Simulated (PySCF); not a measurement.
## [Pr(OH)2]+ at several levels of theory

Computed with PySCF 2.14.0 (density fitting, no spin-orbit coupling) at the geometry relaxed with PBE0:

```xyz
5
[Pr(OH)2]+ (singlet in the valence; each metal's 4f electrons, 2 of them, lie in its core potential, out of spins and levels)
Pr    0.0000    0.0000   -0.6509
O     1.6635   -0.0345    0.5212
H     2.3039   -0.0470    1.2412
O    -1.6635    0.0345    0.5212
H    -2.3039    0.0470    1.2412
```

| level | basis | state | HOMO (eV) | gap (eV) | charge on Pr1 (e) | population of f-type functions on Pr1 (polarisation alone where 4f lies in the core) | dipole about the centre of mass (D) | largest force component (eV/Å) |
| --- | --- | --- | --- | --- | --- | --- | --- | --- |
| PBE0 | Pr lcecp-1-SVP with ECP48, O def2-SVP, H def2-SVP | singlet | -13.37 | 6.82 | 1.44 | 0.11 | 2.73 | 0.01 |
| PBE | the same | singlet | -11.79 | 4.50 | 1.28 | 0.10 | 2.28 | 0.43 |
| PBE0 | Pr lcecp-1-TZVP with ECP48, O def2-TZVP, H def2-TZVP | singlet | -13.44 | 6.91 | 1.76 | 0.11 | 2.96 | 0.17 |

In the lcecp rows the 4f levels are missing from HOMO and gap, and the state counts the valence alone.

Charges are Mulliken's, which hang on the basis. The relaxation used the grid (50, 194), these runs (75, 302) or, all-electron (x2c bases, spin-free X2C Hamiltonian), (99, 590).

Task: What does B3LYP with Pr lcecp-1-SVP with ECP48, O def2-SVP, H def2-SVP give here?

Result: state singlet, HOMO (eV) -13.06, gap (eV) 6.15, charge on Pr1 (e) 1.40, population of f-type functions on Pr1 (polarisation alone where 4f lies in the core) 0.10, dipole about the centre of mass (D) 2.67, largest force component (eV/Å) 0.44. Time: 2.2 s on 2 threads of Arm Neoverse V1 (shared host), from an already converged density.

In the first row's basis the gap widens with exact exchange: 4.5 eV for PBE (none); 6.2 to 6.8 eV for B3LYP, PBE0 (a fixed share).

An lcecp potential fixes the number of 4f electrons, so in runs with it no electron can move into or out of that shell.
